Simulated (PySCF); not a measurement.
**Electric field gradients and quadrupole coupling constants**

FH9OSi4.
Geometry (GFN2-xTB, Å), atoms numbered from 1 in this order:
```
atom  x, y, z in Å
O1     1.885   -0.082    1.545
Si2    2.022    0.530    0.035
Si3   -0.175    0.181   -0.585
F4    -0.212    0.773   -2.130
Si5   -0.792   -2.061   -0.847
Si6   -1.751    1.489    0.546
H7     2.625   -0.112    2.144
H8     2.524    1.911    0.124
H9     3.085   -0.198   -0.678
H10    0.115   -2.838   -1.700
H11   -2.130   -2.226   -1.428
H12   -0.817   -2.737    0.454
H13   -3.112    0.946    0.443
H14   -1.439    1.557    1.978
H15   -1.833    2.876    0.077
```

Field gradients from the PBE0/pcSseg-1 density (PySCF, non-relativistic), principal values in atomic units, ordered |Vxx| ≤ |Vyy| ≤ |Vzz|:

```tsv
atom	Vxx	Vyy	Vzz
O1	-0.3927	-1.1459	1.5386
```

Task: Find the asymmetry η = (Vxx − Vyy)/Vzz and the couplings χ = eQV/h (234.96 MHz × Q in barn × V in au), with Q(17O) = −0.0256 b.

Result: 
```csv
atom,environment,nucleus,η,χzz (MHz),χxx (MHz),χyy (MHz)
O1,silanol oxygen,17O,0.49,-9.26,2.36,6.89
```

The tensor is traceless: Vxx + Vyy + Vzz = 0.

Task: What is Vzz at O1 in SI units (1 au = 9.71736 × 10²¹ V/m²)?

Result: 1.5386 au = 14.952 × 10²¹ V/m².

Task: And the gradient at the other heavy atoms, for which no coupling is worked out here?

Result: 
| atom | environment | Vzz (au) | η |
| --- | --- | --- | --- |
| Si2 | oxygen-bound silicon | 0.492 | 0.12 |
| Si3 | fluorine-bound silicon | 0.833 | 0.12 |
| F4 | silicon-bound fluorine | 1.437 | 0.02 |
| Si5 | SiH3 silicon | 0.081 | 0.15 |
| Si6 | SiH3 silicon | 0.085 | 0.26 |

Task: What couplings would deuterons (Q(2H) = 0.00286 b) have in place of the hydrogens, at this geometry?

Result: 
| atom | bonded to | bond length (Å) | Vzz (au) | η | χzz (kHz) |
| --- | --- | --- | --- | --- | --- |
| H7 | O1 | 0.952 | 0.5176 | 0.06 | 348 |
| H8 | Si2 | 1.472 | 0.1539 | 0.04 | 103 |
| H9 | Si2 | 1.472 | 0.1539 | 0.04 | 103 |
| H10 | Si5 | 1.468 | 0.1615 | 0.01 | 109 |
| H11 | Si5 | 1.468 | 0.1615 | 0.01 | 109 |
| H12 | Si5 | 1.466 | 0.1621 | 0.01 | 109 |
| H13 | Si6 | 1.469 | 0.1605 | 0.01 | 108 |
| H14 | Si6 | 1.466 | 0.1619 | 0.00 | 109 |
| H15 | Si6 | 1.467 | 0.1623 | 0.01 | 109 |

Isolated species at its GFN2-xTB geometry (one conformer only). GFN2-xTB bond lengths can be off by several hundredths of an ångström, more for odd bonds, and the gradients follow them. A larger basis could move these couplings by a tenth or more.
